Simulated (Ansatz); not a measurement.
Species: SeO₃, net charge 0, singlet state. 
Geometry from a B3LYP-D3(BJ)/def2-TZVP (Ansatz, an electronic-structure program) optimisation:
```xyz
4

Se     0.0000     0.0000     0.0000
O      1.6003    -0.0313    -0.0466
O     -0.7730     1.4022     0.0252
O     -0.8274    -1.3708     0.0214
```
Charge 0, spin multiplicity 1.

Total electronic energies in hartree. Correlated levels leave the core frozen unless marked. No spin-orbit coupling. Frozen are the shells of the preceding noble gas and the d and f shells that filled before the atom's block. Non-relativistic. Basis-set limits of correlation are two-point, X^-3; Hartree-Fock from the larger set. [CCSD(T)-MP2]/basis is that difference in the basis named. The program attaches cautions to a run behind SCS-MP2/STO-3G: large difference.

| level | program | energy (Eh) |
|---|---|---|
| HF/6-31G* | Ansatz | -2623.90470 |
| HF/cc-pVDZ | Ansatz | -2624.18089 |
| RI-HF/aug-cc-pVQZ | Ansatz | -2624.39499 |
| PBE-D3(BJ)/def2-TZVPD | Ansatz + dftd3 | -2626.63324 |
| BLYP-D4/def2-TZVPD | Ansatz + dftd4 | -2627.23523 |
| B3LYP-D3(BJ)/def2-TZVPD | Ansatz + dftd3 | -2627.21994 |
| PBE0/def2-SVP | Ansatz | -2626.06474 |
| PBE0-D4/def2-TZVPD | Ansatz + dftd4 | -2626.66822 |
| BHLYP-D3(BJ)/def2-TZVPD | Ansatz + dftd3 | -2627.03679 |
| HSE06-D3(BJ)/def2-TZVPD | Ansatz + dftd3 | -2626.66195 |
| CAM-B3LYP-D3(BJ)/def2-TZVPD | Ansatz + dftd3 | -2627.23408 |
| LC-wPBE-D4/def2-TZVPD | Ansatz + dftd4 | -2626.71317 |
| B2PLYP/def2-TZVPD | Ansatz | -2626.64909 |
| SCS-MP2/STO-3G | Ansatz | -2594.88189 |
| RI-MP2/CBS(aug-cc-pVTZ,aug-cc-pVQZ)+[CCSD(T)-MP2]/aug-cc-pVTZ | Ansatz | -2625.4541 |

Totals of different functionals don't rank their quality; only differences between species are comparable.
